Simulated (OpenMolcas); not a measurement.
A run on Cr2+ with its 6 nearest oxide ions at 2.107 Å, on the Mg site of MgO (a = 4.2112 Å, distance in the model lattice 2.106 Å). The rest of the host is ab initio model potentials to 7.6 Å, with orthogonalisation functions on the cations behind the ligands, and point charges beyond; the distance is set by hand and nothing relaxes. Ligand basis ANO-RCC-VDZP.

- Program: OpenMolcas
- Method: CASSCF
- Basis: ANO-RCC-VDZP [5s4p2d1f]
- Scalar Hamiltonian: DKH2, point nucleus
- Active space: 4 electrons in 5 orbitals (3d)
- State averaging: 2S+1 = 5 even, 5 roots; 2S+1 = 3 even, 45 roots; 2S+1 = 1 even, 50 roots
- Spin-orbit coupling: RASSI with atomic mean-field integrals over the reference wave functions

142 basis functions. Blocks (2S+1, parity, CSFs, roots kept): 5, even, 5, 5; 3, even, 45, 45; 1, even, 50, 50.

Task: How long do the RASSCF and RASSI steps take on 1 thread of Arm Neoverse V2, with other jobs on the host?

Result: About 34 s of wall time, without the integral step.
